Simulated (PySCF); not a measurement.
**Tc⁺ (technetium, charge +1) across methods**

[Kr] 4d4 5s1 6s1, high-spin 7D determinant (an excited configuration). Calculation: PySCF 2.14, in aug-cc-pVTZ-PP with one added diffuse shell each of s, p, d, f, g type with ECP28MDF (7s7p6d4f3g, 113 functions); a scalar-relativistic core potential.

```tsv
method	E (hartree)	mean ε 4d α (eV)	mean ε 5s α (eV)	mean ε 6s α (eV)	Σ⟨r²⟩ (bohr²)	⟨S²⟩
PBE0	-79.6536	-23.924	-17.076	-5.554	80.37	12.001
B3LYP	-79.6772	-23.416	-16.929	-5.415	80.49	12.000
PBE	-79.6664	-21.973	-16.250	-5.253	78.31	12.000
r2SCAN	-79.6979	-22.615	-16.472	-5.224	80.27	12.001
TPSSh	-79.6319	-22.809	-16.451	-5.267	80.48	12.001
LC-wPBE	-79.6731	-26.812	-19.441	-6.536	83.52	12.001
LDA	-79.4614	-22.007	-16.625	-5.287	78.89	12.000
UHF	-79.13968	-29.058	-19.129	-6.164	87.77	12.003
```

Energies and moments cover only the electrons outside the core potential. The outer electron is Rydberg-like, and this basis confines it to a smaller radius and binds it less than a complete one would.
